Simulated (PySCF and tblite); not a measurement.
Values are calculated unless marked as measured or tabulated.
System: C3H4ClN3, numbered as in [CH3:1][c:2]1[n:3][c:4]([Cl:5])[n:6][nH:7]1.

For the shift of H on N7 from N7 to N6: electronic barrier 51.64 kcal/mol, zero-point change -4.57 kcal/mol, thermal and entropy terms at 400 K a further -0.31 kcal/mol (symmetry numbers apart). The minimum is Cs, the saddle C1. Geometries: PBE0-D3(BJ)/def2-SVP; energies: PBE/pcSseg-1 + D3(BJ), IEF-PCM dichloromethane; zero-point and thermal terms from GFN2-xTB harmonic modes (soft modes blended into free rotors). Rate constants are transition-state-theory values, counting equivalent paths, without tunnelling. (PySCF 2.14 with density fitting, tblite 0.8.)

(1) How many equivalent paths lead out of the minimum?

(2) Work out the rate at 400 K.

Tunnelling of the moving H, left out here, will speed the real process. In real samples such hydrogens mostly exchange between molecules or through solvent, far faster than by this path.

Results:

(1) 2: the symmetry number of the minimum is 1, that of the saddle displaced along its mode 1, and the displaced saddle is chiral while the minimum is not, which doubles the count.

(2) ΔG‡ = 46.76 kcal/mol; k_B T/h = 8.3×10¹² s⁻¹; exp(−ΔG‡/RT) = 2.8×10⁻²⁶; times 2 gives k = 4.7×10⁻¹³ s⁻¹.
